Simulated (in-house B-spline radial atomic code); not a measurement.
Os²⁺: [Xe] 4f14 (5d3/2)4 (5d5/2)2

Computed with a radial B-spline atomic code at the basis-set limit: Dirac-Hartree-Fock, average of the jj configuration, Fermi nucleus of rms radius 5.4126 fm.

Z_r = [3n² - l(l+1)]/(2<r>); Z_e = n√(-2ε); the last column is Slater's effective charge. Values are occupation-weighted means over j. An effective charge above Z reflects the relativistic contraction of the inner shells.

| shell | electrons | ε (eV) | <r> (bohr) | Z_r | Z_e | Slater |
| --- | --- | --- | --- | --- | --- | --- |
| 1s | 2 | -74368 | 0.01773 | 84.58 | 73.93 | 75.70 |
| 2s | 2 | -13106 | 0.07422 | 80.85 | 62.07 | 71.85 |
| 2p | 6 | -11498 | 0.06682 | 74.83 | 58.14 | 71.85 |
| 3s | 2 | -3126.8 | 0.193 | 69.96 | 45.48 | 64.75 |
| 3p | 6 | -2640.3 | 0.1933 | 64.66 | 41.79 | 64.75 |
| 3d | 10 | -2053.7 | 0.1763 | 59.56 | 36.86 | 54.85 |
| 4s | 2 | -707.16 | 0.4319 | 55.57 | 28.84 | 48.25 |
| 4p | 6 | -543.27 | 0.4576 | 50.26 | 25.28 | 48.25 |
| 4d | 10 | -326.39 | 0.4889 | 42.95 | 19.59 | 36.85 |
| 5s | 2 | -124.77 | 1.023 | 36.65 | 15.14 | 18.35 |
| 4f | 14 | -87.751 | 0.5513 | 32.65 | 10.16 | 25.45 |
| 5p | 6 | -79.799 | 1.176 | 31.04 | 12.11 | 18.35 |
| 5d | 6 | -28.458 | 1.673 | 20.63 | 7.23 | 6.25 |

The least bound orbital is 5d5/2 at -27.36 eV, and it is also the most diffuse (<r> = 1.715 bohr).

For the 1s electron the small component carries 8.26 % of the norm, the zero-frequency Breit interaction raises the level by 265.9 eV, self-energy by 167.7 eV, and vacuum polarisation lowers it by 32.68 eV.

The density falls to 0.001 bohr⁻³ at 3.619 bohr; Σ<r²> = 41.96 bohr² gives, by the non-relativistic formula and without the paramagnetism of open shells, a Langevin diamagnetic susceptibility of -33.23×10⁻⁶ cm³/mol.
